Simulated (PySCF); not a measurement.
# Gas-phase XPS of `CN[C@H]1C=NCC1`, computed

Species: C5H10N2.
Atom-mapped SMILES: `[CH3:1][NH:2][C@H:3]1[CH:4]=[N:5][CH2:6][CH2:7]1`

Structure used (PBE0-D3(BJ)/def2-SVP), in Å, numbered top down from 1:
```
atom  x, y, z in Å
C1     2.603    0.275    0.028
N2     1.366   -0.336   -0.389
C3     0.228   -0.124    0.487
C4    -0.383    1.261    0.362
N5    -1.558    1.330   -0.115
C6    -2.060   -0.016   -0.346
C7    -0.982   -1.009    0.131
H8     2.581    1.379    0.142
H9     2.912   -0.145    1.000
H10    3.397    0.034   -0.695
H11    1.128   -0.062   -1.341
H12    0.581   -0.307    1.517
H13    0.176    2.178    0.599
H14   -3.015   -0.134    0.192
H15   -2.306   -0.118   -1.417
H16   -1.322   -1.578    1.007
H17   -0.693   -1.740   -0.637
```

Method: delta-SCF UKS SCAN, pcX-2 on the ionised atom, pcseg-1 elsewhere, spin-free X2C in PySCF 2.14.0. Vertical ΔSCF values, vacuum level as zero.

**Question.** List the computed XPS lines with their assignment.

**Answer.** 
```
atom(s)                   environment  level  binding energy (eV)  above the level's lowest (eV)  count
     N2      secondary amine nitrogen   N 1s               404.83                          +0.60      1
     N5                imine nitrogen   N 1s               404.23                           0.00      1
     C1               N-methyl carbon   C 1s               291.54                          +1.03      1
     C3  sp3 carbon bound to nitrogen   C 1s               291.46                          +0.95      1
     C6  sp3 carbon bound to nitrogen   C 1s               291.13                          +0.62      1
     C4                  imine carbon   C 1s               291.12                          +0.61      1
     C7               ring CH2 carbon   C 1s               290.51                           0.00      1
```

Lowest listed C 1s: C7, bonded to 2 C and 2 H. Highest, 1.03 eV above it: C1, bonded to N and 3 H. Summing the Pauling electronegativity differences to the bonded atoms, each weighted by its formal bond order, gives -0.70 for the lowest site and -0.56 for the highest; the largest sum, +0.63, belongs to C4, 0.42 eV below the top. The values 291.12 and 291.13 eV lie too close for their order to be trusted.

Lowest listed N 1s: N5, bonded to C (double bond) and C. Highest, 0.60 eV above it: N2, bonded to 2 C and H.

**Question.** Express the binding energy of C 1s of C1 in atomic units and per mole.

**Answer.** 291.54 eV = 10.7139 Eh = 28129 kJ/mol.

**Question.** Which effective nuclear charge Zeff reproduces each element's mean 1s value in the hydrogen-like formula E = 13.606 eV × Zeff²?

**Answer.** C (Z = 6): mean 291.2 eV, Zeff = 4.63, Z − Zeff = 1.37; N (Z = 7): mean 404.5 eV, Zeff = 5.45, Z − Zeff = 1.55. Means run over the listed sites, weighted by atom count.

Geometry: PBE0-D3(BJ)/def2-SVP, one conformer, isolated molecule.
